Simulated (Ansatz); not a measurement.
Isolated molecules relaxed with PBE0-D4/def2-TZVP in Ansatz; ΔE leaves out vibrations. CCSD(T)/CBS adds triple-zeta CCSD(T) − MP2 to the extrapolated MP2 energy (def2 sets, frozen cores). This one scheme is used for every species. Functionals use def2-TZVPP. Each species was taken in one conformer, which may not be the lowest.

Consider the ligand exchange at the Si–O bond: `CO[SiH2]S[SiH2]Cl` + H–F → `F[SiH2]S[SiH2]Cl` + CH₃OH.

`CO[SiH2]S[SiH2]Cl`:

Cartesian coordinates in Å:
```
C 1.006 0.112 1.611
O 1.026 0.893 0.436
Si 1.133 0.349 -1.097
S -0.713 0.553 -2.176
Si -2.058 -0.166 -0.712
Cl -1.557 -2.053 -0.053
H 1.233 -0.940 1.407
H 1.749 0.505 2.308
H 0.019 0.170 2.078
H 1.553 -1.075 -1.078
H 2.076 1.193 -1.861
H -2.079 0.695 0.490
H -3.389 -0.236 -1.352
```

H–F:

```xyz
2

F    -0.245   -0.332    0.203
H     0.245    0.332   -0.203
```

`F[SiH2]S[SiH2]Cl`:

Cartesian coordinates in Å:
```
F 0.555 -0.168 -2.439
Si -0.261 -0.926 -1.297
S 0.896 -1.079 0.477
Si 0.417 0.828 1.293
Cl -1.368 0.796 2.301
H -1.493 -0.145 -1.046
H -0.528 -2.302 -1.763
H 0.297 1.835 0.216
H 1.485 1.162 2.257
```

CH₃OH:

Cartesian coordinates in Å:
```
C -0.009 -0.269 -0.234
O -0.388 0.958 0.347
H -0.651 -0.424 -1.101
H -0.149 -1.116 0.449
H 1.033 -0.264 -0.577
H 0.163 1.114 1.116
```

```json
{"level": "PBE-D4", "ΔE (eV)": "-0.39"}
{"level": "B2PLYP", "ΔE (eV)": "-0.46"}
{"level": "PBE0", "ΔE (eV)": "-0.47"}
{"level": "HF/def2-TZVPP", "ΔE (eV)": "-0.55"}
```

Q: What does CCSD(T)/CBS give? (Best estimate.)

A: Computed: -0.37 eV. The listed levels differ from it by -0.02, -0.09, -0.10, -0.18 eV.

Largest T1 diagnostic among the species: 0.011.

In def2-TZVPP, CCSD(T) changes the Hartree–Fock value by +0.18 eV (the triples alone add +0.03 eV) and MP2 by +0.22 eV. The D4 term adds +0.16 eV with B3LYP and +0.09 eV with PBE0; it sums over pairs of atoms, weighted by their polarisabilities, and B3LYP, whose exchange is more repulsive, gets the larger term.

B3LYP here is the variant with VWN-RPA as its local correlation; programs differ in this.
